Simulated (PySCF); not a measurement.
# 4-hydroxypyridine: bond dissociation enthalpies at several levels

Structure: `O=c1cc[nH]cc1` (C5H5NO). Coordinates in Å; atoms count from 1 in this order:
```
O     2.6302    0.5329   -0.0629
C     1.4323    0.2899   -0.0362
C     0.3976    1.3292   -0.0077
C    -0.9232    1.0227    0.0214
N    -1.3505   -0.2744    0.0254
C    -0.4521   -1.3027    0.0005
C     0.8837   -1.0706   -0.0294
H     0.7212    2.3711   -0.0103
H    -1.7074    1.7825    0.0432
H    -2.3402   -0.4751    0.0477
H    -0.8791   -2.3080    0.0061
H     1.5871   -1.9043   -0.0491
```

All levels share the PBE0-D3(BJ)/def2-SVP structures and the GFN2-xTB thermal terms; only the single-point energies (PySCF) change. Values are bond dissociation enthalpies (298 K, kJ/mol).

```tsv
level	N5–H	C4–H	C3–H	time
PBE0-D3(BJ)/6-31G*	354	456	472	40 s
M06-L/def2-TZVP (grid 3)	356	441	457	7.1 min
PBE0-D3(BJ)/6-31+G*	360	456	472	62 s
PBE0-D3(BJ)/def2-TZVP	369	454	469	–
PBE0-D3(BJ)/pcseg-1	369	457	474	46 s
PBE0-D3(BJ)/6-31G	376	464	480	24 s
ωB97M-D3(BJ)/def2-TZVP (grid 3)	376	475	488	6.1 min
PBE0-D3(BJ)/def2-SVPD	378	458	472	90 s
```

Times are wall times for all single points of a level on 1 thread of Arm Neoverse N1, a shared host; the dash marks the run that also made the structures. M06-L ran on a slower path of this set-up, which computes the density-fitting integrals anew in every SCF cycle while the other levels store them. So the times needn't show the usual order of cost, and those levels read slower than they are.

The widest spread is that of C4–H: 35 kJ/mol, from 441 to 475.

Known limits: radicals beside a multiple bond are drawn in one resonance form, and their spin spreads.

Differences come from unrounded values, so a last digit can differ from that of the printed terms.
